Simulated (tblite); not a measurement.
C₇H₁₂GeO.
Numbering: `[CH3:1][C:2]1([O:3][GeH3:4])[CH:5]=[CH:6][CH2:7][CH:8]=[CH:9]1` (hydrogens: H10, H11, H12 on C1; H13, H14, H15 on Ge4; H16 on C5; H17 on C6; H18, H19 on C7; H20 on C8; H21 on C9)

Computed with GFN2-xTB (tblite), gas phase: L-BFGS steps from a force-field or distance-geometry start until the largest atomic force falls under 0.01 eV/Å.

Geometry at step 9:
```
atom  x, y, z in Å
C1      0.1491   -1.8789   -1.0897
C2      0.4561   -0.6113   -0.2756
O3      1.8506   -0.5641    0.0207
Ge4     2.4475    0.8009    0.9477
C5     -0.3449   -0.6626    0.9946
C6     -1.4910   -0.0240    1.1513
C7     -2.1127    0.7957    0.0626
C8     -1.0841    1.2220   -0.9376
C9      0.0595    0.5819   -1.0979
H10    -0.9193   -1.8841   -1.2986
H11     0.4057   -2.7718   -0.5222
H12     0.6955   -1.8726   -2.0314
H13     2.1628    2.0686    0.2019
H14     1.7645    0.8248    2.2851
H15     3.9147    0.5574    1.0815
H16     0.1093   -1.2695    1.7673
H17    -2.0437   -0.0935    2.0776
H18    -2.6211    1.6679    0.4864
H19    -2.8741    0.1855   -0.4475
H20    -1.3389    2.0727   -1.5519
H21     0.8054    0.8720   -1.8247
```

**Question.** Give the atomic forces at this geometry.

**Answer.** 
| atom | Fx (eV/Å) | Fy (eV/Å) | Fz (eV/Å) |
| --- | --- | --- | --- |
| C1 | 0.016 | 0.007 | 0.006 |
| C2 | -0.086 | -0.076 | -0.064 |
| O3 | -0.059 | 0.031 | 0.007 |
| Ge4 | 0.053 | -0.047 | 0.040 |
| C5 | 0.066 | 0.004 | 0.018 |
| C6 | -0.052 | -0.066 | 0.018 |
| C7 | 0.070 | -0.060 | 0.040 |
| C8 | -0.097 | -0.001 | -0.063 |
| C9 | 0.100 | -0.001 | 0.038 |
| H10 | 0.037 | -0.083 | -0.039 |
| H11 | 0.065 | 0.071 | -0.042 |
| H12 | 0.040 | -0.012 | 0.100 |
| H13 | 0.020 | 0.076 | 0.020 |
| H14 | 0.041 | 0.053 | 0.013 |
| H15 | -0.073 | -0.111 | -0.078 |
| H16 | -0.112 | 0.045 | 0.042 |
| H17 | -0.001 | -0.003 | 0.014 |
| H18 | 0.018 | -0.064 | -0.046 |
| H19 | 0.011 | 0.120 | 0.064 |
| H20 | 0.013 | 0.038 | -0.041 |
| H21 | -0.070 | 0.081 | -0.047 |

The largest, 0.15 eV/Å, acts on H15; the rms over all components is 0.057 eV/Å. The forces sum to zero within rounding, as they must for an isolated molecule in no field.

**Question.** Give the force on H15 in Eh/bohr and in nN.

**Answer.** 0.154 eV/Å ÷ 51.422 = 0.00300 Eh/bohr, and 0.154 eV/Å × 1.602 = 0.25 nN.

**Question.** How far is this geometry from the end of the optimisation?

**Answer.** 0.070 eV above it, and 0.157 Å rms away after alignment. The bonds farthest from their final lengths, with half the difference of the two atoms' forces along the bond (positive lengthens):

| bond | now (Å) | final (Å) | force along bond (eV/Å) |
| --- | --- | --- | --- |
| O3–Ge4 | 1.755 | 1.737 | 0.00 |
| Ge4–H13 | 1.498 | 1.504 | +0.06 |
| Ge4–H15 | 1.493 | 1.489 | -0.06 |
| C7–H19 | 1.101 | 1.098 | -0.04 |
| C6–C7 | 1.498 | 1.495 | -0.03 |
| Ge4–H14 | 1.502 | 1.504 | -0.01 |

The angle farthest from its final value is C2–O3–Ge4, 117.9° against 126.8°.

The cost below is that of the whole relaxation. On Arm Neoverse N1, one thread, no GPU, shared host with 64 logical CPUs at a one-minute load of 54, this took 0.73 s wall.
